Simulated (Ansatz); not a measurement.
Geometry optimisation, Ansatz, RKS r2SCAN/def2-SVP.

The input (input.yaml):

```yaml
crystal:
  periodic: [false, false, false]
  atoms:
    - { symbol: B, position_ang: [-0.238758, 0.603784, -0.461177] }
    - { symbol: "N", position_ang: [-0.055724, -0.031197, 2.197407] }
    - { symbol: H, position_ang: [-0.789673, -0.43413, 2.778579] }
    - { symbol: H, position_ang: [0.837234, -0.257392, 2.635662] }
    - { symbol: F, position_ang: [1.012112, 0.237474, -0.662169] }
    - { symbol: Cl, position_ang: [-1.556524, -0.465277, -0.943765] }
    - { symbol: S, position_ang: [-0.539674, 2.372837, 0.049556] }
    - { symbol: H, position_ang: [-1.885067, 2.283494, 0.003492] }
    - { symbol: H, position_ang: [-0.164926, 1.000609, 2.234315] }
basis:
  gaussian: { orbitals: def2-SVP }
hamiltonian:
  xc: r2scan
relax:
  f_tol: 0.03
  max_steps: 50
output:
  orbitals: {}
```

Run as:

```bash
$ ansatz run input.yaml --threads 4 --pin off --max-ram 5120MiB --backend cpu --events-out ev --progress --plain --runs-dir out
```

Problem. Where does it end, and by what steps?

Solution. The run converged. After 15 steps the energy has fallen by 0.781 eV; H4 moved furthest, 1.00 Å. Joined: B1–N2 (2.74 → 1.66 Å).

```
step  energy less start (eV)  largest force component (eV/Å)  accepted
   0                  0.0000                           0.753       yes
   1                 -0.0723                           1.256       yes
   2                 -0.1626                           1.522       yes
   3                 -0.4071                           1.173       yes
   4                 -0.6435                           0.913       yes
   5                 -0.6814                           1.248       yes
   6                 -0.6191                           0.917        no
   7                 -0.7278                           0.104       yes
   8                 -0.7367                           0.121       yes
   9                 -0.7480                           0.447       yes
  10                 -0.6819                           1.564        no
  11                 -0.7623                           0.098       yes
  12                 -0.7687                           0.285       yes
  13                 -0.7732                           0.313       yes
  14                 -0.7791                           0.086       yes
  15                 -0.7810                           0.027       yes
```

```xyz
9
Properties=species:S:1:pos:R:3
B -0.135 0.581 0.204
N -0.090 0.202 1.816
H -1.029 0.224 2.218
H 0.298 -0.739 1.946
F 1.172 0.450 -0.182
Cl -1.265 -0.714 -0.495
S -0.758 2.371 0.063
H -2.063 2.055 -0.060
H 0.489 0.878 2.322
```

Whether the end is a true minimum wasn't checked by a vibrational analysis.

Time of the run: 31 s on 4 threads of Arm Neoverse V2, on a shared host, peak memory 0.21 GiB.
